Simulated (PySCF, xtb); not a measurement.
AlH2, SMILES [AlH2+], charge +1.

GFN2-xTB in xtb 6.7.1 at its own geometry gives an orbital gap of 2.37 eV.

Coordinates come from a B3LYP-D3(BJ)/def2-TZVPD optimisation. The spin state was assumed, not searched. The isomer is the one that the SMILES or the coordinates give; other isomers of the formula were not compared.

Task: What does HF/def2-TZVPD run with PySCF give? (An estimate is asked for; the answer gives what the named calculation found.)

Result: gap 14.06 eV (levels -19.30 and -5.23 eV).
